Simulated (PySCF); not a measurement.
## `C[Si@@H]1OC[C@H](C#N)O1`, C4H7NO2Si

Geometry:
| atom | x (Å) | y (Å) | z (Å) |
| --- | --- | --- | --- |
| C1 | -2.137 | 0.867 | 0.699 |
| Si2 | -1.065 | -0.013 | -0.575 |
| O3 | -0.341 | -1.341 | 0.074 |
| C4 | 1.024 | -1.373 | -0.185 |
| C5 | 1.467 | 0.073 | -0.551 |
| C6 | 2.058 | 0.714 | 0.611 |
| N7 | 2.491 | 1.210 | 1.544 |
| O8 | 0.333 | 0.775 | -0.965 |
| H9 | -1.582 | 1.135 | 1.595 |
| H10 | -2.550 | 1.775 | 0.275 |
| H11 | -2.968 | 0.236 | 0.994 |
| H12 | -1.710 | -0.334 | -1.844 |
| H13 | 1.222 | -2.042 | -1.029 |
| H14 | 1.551 | -1.741 | 0.699 |
| H15 | 2.204 | 0.068 | -1.365 |

Computed, not measured: TDDFT LC-wPBE/aug-cc-pVDZ circular dichroism and optical rotation, one conformer, gas phase (PySCF 2.14.0). Geometry: GFN2-xTB.

Assign R or S to each stereocentre.

Si2 R, C5 S.

List the lowest 16 singlet excitations with oscillator and rotatory strengths.

Rotatory strengths R in 10⁻⁴⁰ esu² cm², velocity form and length form (origin at the centre of mass); f in length form.
```csv
state,E (eV),λ (nm),f,R (velocity),R (length),main
1,7.62,163,0.001,+3.1,+3.3,HOMO−2→LUMO+7 0.11
2,7.78,159,0.008,-30.8,-30.2,"HOMO→LUMO+2 0.17, HOMO→LUMO+8 0.13"
3,7.98,155,0.012,+17.4,+18.0,HOMO→LUMO 0.28
4,8.19,151,0.005,+10.8,+10.2,"HOMO−1→LUMO 0.21, HOMO−1→LUMO+7 0.09"
5,8.26,150,0.004,-10.5,-10.3,mixed
6,8.33,149,0.008,+4.7,+4.8,"HOMO−3→LUMO+13 0.20, HOMO−3→LUMO+12 0.10"
7,8.50,146,0.120,+0.8,+0.2,HOMO→LUMO+1 0.34
8,8.57,145,0.017,-17.3,-17.1,"HOMO−1→LUMO 0.20, HOMO→LUMO+1 0.17"
9,8.73,142,0.080,+6.0,+6.2,"HOMO→LUMO 0.26, HOMO→LUMO+8 0.09"
10,8.89,139,0.029,-9.7,-9.8,"HOMO→LUMO+3 0.46, HOMO→LUMO+2 0.08"
11,8.94,139,0.021,-3.0,-2.9,HOMO−2→LUMO 0.36
12,9.08,137,0.010,+19.0,+18.4,"HOMO−1→LUMO+2 0.12, HOMO→LUMO+2 0.11"
13,9.22,134,0.025,-12.9,-12.4,"HOMO→LUMO+3 0.12, HOMO→LUMO+6 0.08"
14,9.32,133,0.011,-1.7,-0.9,HOMO−5→LUMO+7 0.08
15,9.35,133,0.002,+8.6,+7.6,"HOMO−1→LUMO+3 0.11, HOMO→LUMO+7 0.09"
16,9.38,132,0.026,+9.1,+9.8,"HOMO−1→LUMO+13 0.14, HOMO−1→LUMO+14 0.12"
```

Among the states computed, the strongest CD band (largest |R|) is state 2. The largest dissymmetry factor in size, g = 4R/(D+G), with D and G the electric and magnetic dipole strengths, is +0.053 for state 15 (velocity form, f = 0.002), among bands with |R| over 0.5. The mirror image has the same energies and oscillator strengths and all R with the opposite sign.
